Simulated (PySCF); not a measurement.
**NaSr⁺: one state, many levels of theory**

State: ¹Σ⁺ (singlet), closed shell. Set-up: PySCF, scalar-relativistic core potentials, basis sets Na def2-SVP, Sr def2-SVP with ECP28. De refers to Na⁺ + Sr in their ground configurations, without counterpoise correction. A positive dipole points towards Sr; it is taken about the centre of mass and depends on that origin.

```tsv
Level	Re (Å)	ωe (cm⁻¹)	De (eV)	μ (D)
RHF-MP2	3.736	112	0.87	n/a
RHF-SCS-MP2	3.746	112	0.88	n/a
RHF-CCSD	3.741	113	0.93	n/a
RHF-CCSD(T)	3.742	113	0.93	n/a
PBE	3.679	117	1.19	-3.75
PW91	3.676	117	1.22	-3.77
r²SCAN	3.735	116	1.04	-4.18
B3LYP	3.676	116	1.13	-3.89
PBE0	3.689	119	1.13	-3.72
MN15	3.679	108	0.68	-6.27
```

Which functional lies closest to RHF-CCSD(T) in De, which farthest, and by how much do they differ from it?

Closest is r²SCAN (-0.7 pm in Re, +2.7 % in ωe, +0.11 eV in De against RHF-CCSD(T) in the same basis), farthest PW91 (-6.6 pm in Re, +3.5 % in ωe, +0.29 eV in De). CCSD(T) converges more slowly with the basis than the functionals do and binds too weakly in this one, so the order can change at the basis-set limit.

What does a quarter of exact exchange do here, going from PBE to PBE0?

PBE0 less PBE: +1.0 pm in Re, +1.7 % in ωe, -0.06 eV in De. Exact exchange removes part of the self-interaction that spreads semilocal densities, and in most molecules shortens and stiffens the bond and lowers De; here Re goes the other way.

What does the triples do here, going from RHF-CCSD to RHF-CCSD(T)?

RHF-CCSD(T) less RHF-CCSD: +0.1 pm in Re, +0.0 % in ωe, +0.00 eV in De. The bond length hardly moves.

Correlated steps freeze 1 core orbital. Closed-shell solutions of metal pairs were not tested for spin polarisation, which can lower them a little. Correlated levels converge slowly with the basis: in double zeta they bind strong bonds too weakly, by up to about 1 eV, and carry superposition errors of some tenths. For an ion De counts to the pair picked by the measured ionisation energies or electron affinities, which need not be the lowest pair at this level.
